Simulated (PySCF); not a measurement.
# Broadened absorption spectrum of (SiH3)3P

Compound: (SiH3)3P, H9PSi3.
Atom-mapped SMILES: `[SiH3:1][P:2]([SiH3:3])[SiH3:4]` (hydrogens: H5, H6, H7 on Si1; H8, H9, H10 on Si3; H11, H12, H13 on Si4)

Structure used (PBE0-D3(BJ)/def2-SVP), in Å, numbered top down from 1:
```
atom  x, y, z in Å
Si1   -0.6447    1.6897   -0.8278
P2     0.2901   -0.3162   -1.2812
Si3    1.8912   -0.2672    0.3102
Si4   -1.1981   -1.5976   -0.1642
H5     0.3016    2.7538   -1.2773
H6    -0.9405    1.8815    0.6269
H7    -1.9179    1.7919   -1.6016
H8     2.9192    0.7352   -0.1001
H9     2.5133   -1.6228    0.3821
H10    1.3636    0.0999    1.6621
H11   -0.6615   -2.9898   -0.1114
H12   -2.4835   -1.5836   -0.9245
H13   -1.4530   -1.1184    1.2310
```

Computed, not measured: PySCF, TDDFT CAM-B3LYP/def2-SVPD, vertical, gas phase, core orbitals frozen in the response.

Computed states:

```
state  E (eV)       f
   S1    6.17   0.044
   S2    6.25  0.0086
   S3    6.26  0.0085
   S4    6.44   0.049
   S5    6.45   0.049
   S6    7.05  0.0028
   S7    7.50  0.0000
   S8    7.53   0.017
   S9    7.53   0.015
```

Each state is given a Gaussian of 0.5 eV full width at half maximum, with ε(max) = 2.175×10⁸ f / Δν̃ (Δν̃ the width in cm⁻¹). The cross-section is σ = 3.8235×10⁻²¹ ε cm², given in Mb (10⁻¹⁸ cm²). The width is an assumption, not a result. The curve ends short of the highest state used, and states not computed would add to its high-energy end.

Q: What does the envelope look like, and where are its maxima?

A: 
```csv
E (eV),σ (Mb)
5.42,0.02
5.47,0.04
5.51,0.08
5.55,0.14
5.60,0.28
5.64,0.46
5.68,0.74
5.72,1.15
5.77,1.90
5.81,2.75
5.85,3.85
5.90,5.63
5.94,7.38
5.98,9.42
6.03,12.30
6.07,14.80
6.11,17.38
6.16,20.55
6.20,22.89
6.24,24.93
6.28,26.53
6.33,27.76
6.37,28.02
6.41,27.58
6.46,26.08
6.50,24.20
6.54,21.83
6.59,18.43
6.63,15.57
6.67,12.77
6.72,9.58
6.76,7.38
6.80,5.56
6.85,3.82
6.89,2.83
6.93,2.15
```

Maxima: 195 nm (6.36 eV), ε about 7300, made up of S1 (22%), S4 (34%) and S5 (33%) (ε in L mol⁻¹ cm⁻¹; maxima over ε = 5, shares over 10%).

Q: Coming from long wavelengths, where does ε first pass 100 L mol⁻¹ cm⁻¹?

A: At about 220 nm (5.63 eV), 0.55 eV below S1.

Q: Does any computed singlet lie in the visible range?

A: No computed singlet lies in the visible range (380 to 750 nm); the lowest, at 201 nm, stands 2.91 eV above its violet end (3.26 eV).

Q: On this curve, what absorbance would a 10⁻³ mol/L sample give at 222 nm over a 1 cm path?

A: 222 nm is 5.585 eV, where ε is about 59 L mol⁻¹ cm⁻¹, so A = ε c l ≈ 0.059 (Beer–Lambert, with the gas-phase spectrum and the assumed width).

All these states lie below the vertical ionisation energy of 9.11 eV (ΔSCF).
